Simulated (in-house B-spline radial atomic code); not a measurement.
Results of a calculation; reference values are marked as such.
**C6 from the polarisability at imaginary frequency: neutral neon**

PBE linear response of the closed shell [He] 2s2 2p6, from a B-spline radial code for spherical atoms; scalar-relativistic (spin-free one-electron X2C), finite nucleus, no spin-orbit coupling.

The dispersion coefficient of two like species is C6 = (3/π) ∫ α(iu)² du from 0 to ∞.

```json
{"u (hartree)": "0", "α(iu) (bohr³)": "3.082"}
{"u (hartree)": "0.03", "α(iu) (bohr³)": "3.078"}
{"u (hartree)": "0.07", "α(iu) (bohr³)": "3.059"}
{"u (hartree)": "0.12", "α(iu) (bohr³)": "3.017"}
{"u (hartree)": "0.2", "α(iu) (bohr³)": "2.912"}
{"u (hartree)": "0.3", "α(iu) (bohr³)": "2.739"}
{"u (hartree)": "0.45", "α(iu) (bohr³)": "2.445"}
{"u (hartree)": "0.7", "α(iu) (bohr³)": "1.987"}
{"u (hartree)": "1", "α(iu) (bohr³)": "1.558"}
{"u (hartree)": "1.5", "α(iu) (bohr³)": "1.084"}
{"u (hartree)": "2.5", "α(iu) (bohr³)": "0.6046"}
{"u (hartree)": "5", "α(iu) (bohr³)": "0.2248"}
```

(1) Fit one oscillator, α(iu) = α(0)/(1 + u²/ω²), through u = 1 and estimate C6.

(2) How does that compare with the full integral?

Answers

(1) From α(0)/α(iu) − 1 = 3.082/1.558 − 1 = 0.9782, ω = u/√0.9782 = 1.0111 hartree (27.5 eV). London's formula gives C6 = (3/4) α(0)² ω = 0.75 × 3.082² × 1.0111 = 7.203 hartree·bohr⁶, and the oscillator holds f = α(0) ω² = 3.15 electrons, of a sum of oscillator strengths of 10.0.

(2) The program's quadrature over all excitations gives C6 = 7.451, so the single oscillator is off by -3.3 %. At the last point the fit gives α = 0.121 against 0.225: higher excitations, and deeper shells where there are any, keep the true curve higher at large u.
